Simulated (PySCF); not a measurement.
Compound: C7H9F2 (doublet state).
Atom-mapped SMILES: `[CH3:1][CH2:2][C:3]1=[CH:4][CH:5][C@@H:6]([F:7])[C@H:8]1[F:9]` (hydrogens: H10, H11, H12 on C1; H13, H14 on C2; H15 on C4; H16 on C5; H17 on C6; H18 on C8)

Cartesian coordinates in Å at the GFN2-xTB level; atoms count from 1:
```xyz
18
C7H9F2 angstrom
C      2.4239   -0.2513   -0.8675
C      1.3525   -0.8956    0.0022
C      0.0995   -0.1107    0.0996
C     -0.2401    1.0982   -0.4800
C     -1.5279    1.4718   -0.1773
C     -2.1891    0.4316    0.6680
F     -3.2804   -0.1259    0.0318
C     -1.0727   -0.6235    0.8945
F     -1.4634   -1.8770    0.4772
H      2.0634   -0.1183   -1.8843
H      2.7086    0.7192   -0.4684
H      3.3088   -0.8824   -0.8965
H      1.1026   -1.8898   -0.3882
H      1.7464   -1.0602    1.0132
H      0.4223    1.6816   -1.0937
H     -2.0469    2.3454   -0.5191
H     -2.5816    0.8287    1.6146
H     -0.8346   -0.7354    1.9623
```

The hyperfine couplings belong to this conformer and change with its torsions.

Level of theory: UKS B3LYP, pcH-1 on C F H, non-relativistic, mean-field spin-orbit, GIAO in PySCF. One conformer (not necessarily the lowest) at the GFN2-xTB geometry, without solvent, vibrations or thermal averaging. A GFN2-xTB geometry isn't a minimum of the functional, and hyperfine couplings can be far from their values at a DFT geometry. Stability of the SCF solution: not tested. ⟨S²⟩ is 0.773 where a pure state has 0.75.

Largest spin populations (Mulliken): C5 (+0.65), C3 (+0.61) and C4 (-0.24). The positive populations add up to 1.38 and the negative ones to -0.38, together 2S = 1. The angles at C5 add up to 359.9°, so it is planar; its axial dipolar tensor and the negative coupling of its proton fit spin in a p orbital normal to that plane.

(1) Test a(H) = Q·ρ(C) for the protons on planar carbons with a spin population beyond ±0.08.

(2) List the C–H protons on four-coordinate carbons next to a three-coordinate spin centre, with their couplings and θ (C–H bond against the normal to the plane of the centre's neighbours, projected along the bond that joins the two).

## Answers

(1) 
```json
{"H": "H15", "C": "C4", "ρ(C)": "-0.240", "a(H) (G)": "+3.65", "a/ρ (G)": "-15.2"}
{"H": "H16", "C": "C5", "ρ(C)": "+0.650", "a(H) (G)": "-15.18", "a/ρ (G)": "-23.4"}
```

A least-squares line through the origin gives Q = -22.4 G with Mulliken populations. In every row coupling and population have opposite signs. Where ρ is negative the coupling is positive.

(2) 
```tsv
β H	on	centre	θ (°)	cos²θ	a (G)
H13	C2	C3	33	0.70	+24.75
H14	C2	C3	32	0.72	+24.84
H18	C8	C3	28	0.77	+11.99
H17	C6	C5	33	0.70	+11.85
```

Couplings in gauss use g_iso = 2.0025.
